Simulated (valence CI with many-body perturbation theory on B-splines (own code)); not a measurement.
## E1 line list for Tm²⁰⁺

Calculated by configuration interaction combined with many-body perturbation theory (CI+MBPT): three valence electrons over a frozen Dirac-Fock core [Kr] 4d10, radial functions for each j: 8 s, 8 p, 9 d, 9 f, 6 g, 3 h, 2 i, with the one-electron correlation potential Σ1 (screened to all orders), the two-electron term Σ2, the three-electron term Σ3, Breit, model QED; selected single and double excitations, second order for the rest (own B-spline code, finite nucleus).

No measured levels were compared; by estimate terms of the open shell hold to a few per cent of their energy, and close levels can change places. Core correlation moves these levels by up to 43000 cm⁻¹, and in measured spectra 5 to 20 % of such shifts remained as error; rates that hang on mixing are uncertain with them.

Lines 151 to 189 of 189 in falling wavelength, among levels below 515610 cm⁻¹, chosen from the strongest by gf and those to the six lowest levels. Wavelengths and rates use the calculated energies, so an error of 2000 cm⁻¹ moves a line at 22.53 nm by 0.45 % and its rate by three times that or more. Electric multipoles are in the length gauge, E1 and E2 with the static RPA response of the core. Weak lines are less certain than strong ones. Lines between different terms over intervals too small for the method are left out, as are lines whose strength nearly cancels. The highest levels of a list are the least certain.

Names give the largest LS component (configuration and term), which can be under half, so a name can repeat, a term be missing and a line seem to break the LS rules; names also repeat where a configuration has a term twice. Letters in brackets count levels of one name in rising energy.

| λ vac (nm) | Upper | Lower | A (s⁻¹) | S (a.u.) |
| --- | --- | --- | --- | --- |
| 22.53 | 4f2 5s 2I_13/2 | 4f3 2K°_13/2 | 9.17e+04 | 7.25e-06 |
| 22.53 | 4f2 5s 2P_3/2 | 4f3 2D°_5/2 [a] | 1.18e+06 | 2.66e-05 |
| 22.52 | 4f2 5s 2I_11/2 | 4f3 2K°_13/2 | 3.14e+05 | 2.12e-05 |
| 22.51 | 4f2 5s 2P_1/2 | 4f3 2D°_3/2 [a] | 5.75e+05 | 6.47e-06 |
| 22.50 | 4f2 5s 4H_11/2 | 4f3 4I°_9/2 | 9.24e+01 | 6.23e-09 |
| 22.48 | 4f2 5s 4H_13/2 | 4f3 4I°_11/2 | 3.57e+00 | 2.80e-10 |
| 22.48 | 4f2 5s 2H_11/2 | 4f3 4I°_13/2 | 1.74e+03 | 1.17e-07 |
| 22.47 | 4f2 5s 4F_9/2 | 4f3 4I°_11/2 | 9.19e+02 | 5.15e-08 |
| 22.46 | 4f2 5s 4P_5/2 | 4f3 2D°_3/2 [a] | 2.28e+05 | 7.64e-06 |
| 22.41 | 4f2 5s 2F_7/2 | 4f3 2H°_9/2 [a] | 5.85e+04 | 2.60e-06 |
| 22.32 | 4f2 5s 4P_1/2 | 4f3 4S°_3/2 | 4.24e+05 | 4.65e-06 |
| 22.28 | 4f2 5s 2P_3/2 | 4f3 2P°_1/2 | 2.11e+04 | 4.62e-07 |
| 22.26 | 4f2 5s 2H_9/2 | 4f3 4I°_9/2 | 5.59e+03 | 3.04e-07 |
| 22.06 | 4f2 5s 2P_3/2 | 4f3 2D°_3/2 [a] | 4.12e+04 | 8.72e-07 |
| 22.05 | 4f2 5s 4F_7/2 | 4f3 4I°_9/2 | 6.30e+03 | 2.66e-07 |
| 22.04 | 4f2 5s 4P_3/2 | 4f3 4S°_3/2 | 6.89e+05 | 1.46e-05 |
| 22.02 | 4f2 5s 2D_5/2 | 4f3 4F°_3/2 | 3.09e+04 | 9.78e-07 |
| 21.98 | 4f2 5s 2H_11/2 | 4f3 4I°_11/2 | 4.19e+03 | 2.63e-07 |
| 21.96 | 4f2 5s 2D_3/2 | 4f3 4F°_3/2 | 5.52e+03 | 1.15e-07 |
| 21.94 | 4f2 5s 4F_9/2 | 4f3 4I°_9/2 | 1.26e+04 | 6.57e-07 |
| 21.81 | 4f2 5s 4P_1/2 | 4f3 4F°_3/2 | 4.65e+04 | 4.76e-07 |
| 21.71 | 4f2 5s 2G_7/2 | 4f3 4I°_9/2 | 5.22e+04 | 2.11e-06 |
| 21.64 | 4f2 5s 2G_9/2 | 4f3 4I°_11/2 | 4.66e+03 | 2.33e-07 |
| 21.62 | 4f2 5s 2P_1/2 | 4f3 4S°_3/2 | 1.13e+05 | 1.13e-06 |
| 21.58 | 4f2 5s 4P_5/2 | 4f3 4S°_3/2 | 3.41e+05 | 1.01e-05 |
| 21.57 | 4f2 5s 2I_11/2 | 4f3 2H°_9/2 [a] | 1.18e+02 | 7.02e-09 |
| 21.54 | 4f2 5s 4P_3/2 | 4f3 4F°_3/2 | 4.01e+04 | 7.91e-07 |
| 21.49 | 4f2 5s 2I_13/2 | 4f3 4I°_15/2 | 9.02e+03 | 6.18e-07 |
| 21.20 | 4f2 5s 2P_3/2 | 4f3 4S°_3/2 | 1.09e+05 | 2.05e-06 |
| 21.15 | 4f2 5s 2G_9/2 | 4f3 4I°_9/2 | 3.34e+03 | 1.56e-07 |
| 21.14 | 4f2 5s 2P_1/2 | 4f3 4F°_3/2 | 3.54e+05 | 3.30e-06 |
| 21.10 | 4f2 5s 4P_5/2 | 4f3 4F°_3/2 | 9.02e+02 | 2.51e-08 |
| 21.07 | 4f2 5s 2I_13/2 | 4f3 4I°_13/2 | 1.14e+04 | 7.35e-07 |
| 21.06 | 4f2 5s 2I_11/2 | 4f3 4I°_13/2 | 8.84e+03 | 4.89e-07 |
| 21.05 | 4f2 5s 2P_3/2 | 4f3 4F°_5/2 | 1.12e+05 | 2.07e-06 |
| 20.90 | 4f2 5s 2F_7/2 | 4f3 4I°_9/2 | 3.17e+03 | 1.14e-07 |
| 20.74 | 4f2 5s 2P_3/2 | 4f3 4F°_3/2 | 1.46e+01 | 2.57e-10 |
| 20.63 | 4f2 5s 2I_13/2 | 4f3 4I°_11/2 | 7.19e+02 | 4.36e-08 |
| 20.62 | 4f2 5s 2I_11/2 | 4f3 4I°_11/2 | 2.43e+03 | 1.26e-07 |
